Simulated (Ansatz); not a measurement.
## Relative stability

Two relaxed structures of CHOSe, doublet (PBE0-D4/def2-TZVP; forces vanish, vibrations not checked).

A:

| atom | x (Å) | y (Å) | z (Å) |
| --- | --- | --- | --- |
| C1 | -0.1211 | 0.1542 | -0.0756 |
| O2 | -1.3110 | 0.1703 | -0.1305 |
| Se3 | 0.9050 | -1.3034 | 0.6346 |
| H4 | 0.5271 | 0.9790 | -0.4284 |

B:

C1  (-2.024, 1.339, -0.818)
O2  (-1.132, 0.731, -0.504)
Se3  (2.087, -1.444, 0.951)
H4  (0.958, -0.684, 0.393)
(Å)

Program: Ansatz 0.2.0. Basis: def2-TZVPP. Cores are frozen in the correlated methods; orbitals are unrestricted. Filled d shells of the heavier atoms are correlated. The def2 sets are not built for correlating such inner shells, so the correlated values are less sure here. B3LYP uses VWN-RPA correlation.

Which structure is lower at CCSD(T), and by how much? (An estimate is asked for; the value comes from the calculation.)

Computed: B, by 4.1 kJ/mol (electronic energy, against the other); a gap this small isn't resolved in one triple-zeta basis. By their contacts, A is CHOSe ([O][CH][Se]) and B is a complex of HSe + CO.

Do the other methods give the same order? (A judgement: the text doesn't fix the answer.)

The calculation gives: Not all: PBE-D4, r2SCAN-D4, PBE0-D4, B3LYP-D4, wB97M-V, MP2 give the other order.

```csv
method,E(B) − E(A) (kJ/mol)
PBE-D4,60.8
r2SCAN-D4,47.9
PBE0-D4,43.5
B3LYP-D4,25.6
wB97M-V,3.0
HF,-56.1
MP2,7.2
CCSD,-12.2
CCSD(T),-4.1
```

The T1 diagnostic stays at or below 0.016. ⟨S²⟩ of the unrestricted Hartree–Fock references: 0.76 (a pure state has 0.75).

Labels in which every atom is bracketed show which atoms are joined, not bond orders.

For scale, one of the runs: CCSD(T)/def2-TZVPP, 124 basis functions, launched by `ansatz run in.yaml --threads 2 --pin off --events-out ev --progress --plain --max-ram 4352MiB`. Time: 77 s of wall clock on 2 CPU threads of an Arm Neoverse V1; the host was shared. Peak host memory: 1.4 GiB.
